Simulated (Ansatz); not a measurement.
Molecule: C3H9BN (charge -1, singlet). It need not be the lowest isomer of its formula. Whether it binds its extra electron was not tested at this geometry. 
Structure (B3LYP-D3(BJ)/def2-TZVP (Ansatz, an electronic-structure program) minimum search):
```xyz
14

C      2.0551    -0.0938     0.1040
N      0.7934    -0.7322    -0.0996
B     -0.4072    -0.0822    -0.0408
C     -1.7777    -0.9148    -0.2900
C     -0.6572     1.5002     0.2621
H      2.6182    -0.5485     0.9413
H      2.7207    -0.2041    -0.7735
H      2.0309     0.9978     0.3218
H     -2.3549    -0.5212    -1.1407
H     -1.5620    -1.9691    -0.4888
H     -2.4574    -0.8657     0.5746
H     -1.1946     1.9811    -0.5681
H     -1.2970     1.6368     1.1458
H      0.2565     2.0793     0.4330
```
Charge -1, spin multiplicity 1.

Total electronic energies in hartree. Correlated levels leave the core frozen unless marked. No spin-orbit coupling. No relativistic terms. CBS marks a two-point X^-3 extrapolation of the correlation energy; Hartree-Fock from the larger set. The bracket is a focal-point correction in the basis named.

| level | program | energy (Eh) |
|---|---|---|
| HF/cc-pVDZ | Ansatz | -197.98419 |
| HF/cc-pVTZ | Ansatz | -198.04509 |
| HF/cc-pwCVTZ | Ansatz | -198.04679 |
| HF/aug-cc-pVQZ | Ansatz | -198.06107 |
| RI-HF/aug-cc-pVQZ | Ansatz | -198.06099 |
| B97M-V/def2-TZVPD | Ansatz | -199.45396 |
| PBE0/STO-3G | Ansatz | -196.58431 |
| BHLYP/def2-TZVPD | Ansatz | -199.31952 |
| r2SCANh-D4/def2-TZVPD | Ansatz + dftd4 | -199.31705 |
| B2PLYP-D4/def2-TZVPD | Ansatz + dftd4 | -199.26353 |
| PBE-QIDH/def2-TZVPD | Ansatz | -199.16135 |
| MP2/aug-cc-pVTZ | Ansatz | -198.93667 |
| SCS-MP2/6-31G* | Ansatz | -198.60623 |
| SCS-MP2/aug-cc-pVDZ | Ansatz | -198.74179 |
| SCS-MP2/cc-pVTZ | Ansatz | -198.91909 |
| CCSD/cc-pVTZ | Ansatz | -198.96191 |
| CCSD/cc-pwCVTZ | Ansatz | -198.97245 |
| CCSD/cc-pVQZ | Ansatz | -199.02106 |
| CCSD(T)/6-31G | Ansatz | -198.40104 |
| CCSD(T)/aug-cc-pVDZ | Ansatz | -198.83290 |
| CCSD(T)/cc-pwCVTZ | Ansatz | -199.01266 |
| CCSD(T)/cc-pVQZ | Ansatz | -199.06406 |
| RI-MP2/CBS(aug-cc-pVTZ,aug-cc-pVQZ)+[CCSD(T)-MP2]/aug-cc-pVTZ | Ansatz | -199.1130 |

Totals of different functionals don't rank their quality; only differences between species are comparable.
